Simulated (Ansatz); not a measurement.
```yaml
crystal:
  periodic: [false, false, false]
  atoms:
    - {symbol: Br, position_ang: [-0.780444, -0.669524, 3.292088]}
    - {symbol: Al, position_ang: [-0.268052, -0.241293, 1.158687]}
    - {symbol: C, position_ang: [0.485569, 0.769913, -0.247662]}
    - {symbol: C, position_ang: [-0.239253, -0.597523, -0.696180]}
    - {symbol: H, position_ang: [1.556016, 0.792225, -0.445067]}
    - {symbol: H, position_ang: [0.018314, 1.671815, -0.639460]}
    - {symbol: H, position_ang: [-1.109344, -0.452047, -1.334224]}
    - {symbol: H, position_ang: [0.429393, -1.330765, -1.143981]}
basis:
  gaussian: {orbitals: pcseg-2}
magnetization: {spin_polarized: true, initial_magnetization: 2}
hamiltonian: {xc: {name: BLYP}}
output: {forces: true}
```

```sh
$ ansatz run in.yaml --threads 2 --pin off --events-out ev --progress --plain --max-ram 4352MiB
```

It prints (some lines left out):

```
Functional definition: BLYP
  name "BLYP"
  cite "Becke, Phys. Rev. A 38, 3098 (1988) doi:10.1103/PhysRevA.38.3098"
  cite "Lee, Yang & Parr, Phys. Rev. B 37, 785 (1988) doi:10.1103/PhysRevB.37.785"
  parameter beta = 0.0042
  parameter a = 0.04918
  parameter b = 0.132
  parameter c = 0.2533
  parameter d = 0.349
  exchange = b88_x(beta = beta)
  correlation = lyp_c(a = a, b = b, c = c, d = d)
1157 factors; their error is unknown
mean field evaluation 1: about -78754.8957 eV, gradient 6.7e1 eV
mean field evaluation 2: about -78503.1271 eV, gradient 1.6e2 eV
mean field evaluation 4: about -78779.9076 eV, gradient 1.7e1 eV
mean field evaluation 8: about -78781.9640 eV, gradient 1.3e0 eV
mean field evaluation 16: about -78781.9080 eV, gradient 1.0e-3 eV
mean field -78781.90803333 eV, -2895.1817199297 hartree, gradient 1.3e-5 eV, S^2 2.003576; 5 other end points of the search recorded, 0 dependent functions left out
the calculation of the forces begins
reference -78781.90840576 eV, -2895.1817336164 hartree; 33, 31 occupied and 160, 162 virtual orbitals, 1157 factors
Total energy: -78781.90840576 eV, -2895.1817336164 hartree
Atom 0 at    -0.780444    -0.669524     3.292088 Å, force    -0.465535    -0.386098     1.929063 eV/Å
Atom 1 at    -0.268052    -0.241293     1.158687 Å, force    -0.837130    -0.709684     3.517061 eV/Å
Atom 2 at     0.485569     0.769913    -0.247662 Å, force    -0.058781    -1.067070    -4.373145 eV/Å
Atom 3 at    -0.239253    -0.597523    -0.696180 Å, force     1.867366     2.584951    -3.177397 eV/Å
Atom 4 at     1.556016     0.792225    -0.445067 Å, force     0.254824    -0.263270     0.585926 eV/Å
Atom 5 at     0.018314     1.671815    -0.639460 Å, force    -0.461352     0.145380     0.496216 eV/Å
Atom 6 at    -1.109344    -0.452047    -1.334224 Å, force    -0.507191     0.052898     0.465083 eV/Å
Atom 7 at     0.429393    -1.330765    -1.143981 Å, force     0.207798    -0.357107     0.557193 eV/Å
Dipole moment:     0.171750     0.144716    -0.718789 e Å
```

Run time 17 s (2 threads of an Arm Neoverse V1 on a shared host); peak host memory 0.51 GiB.
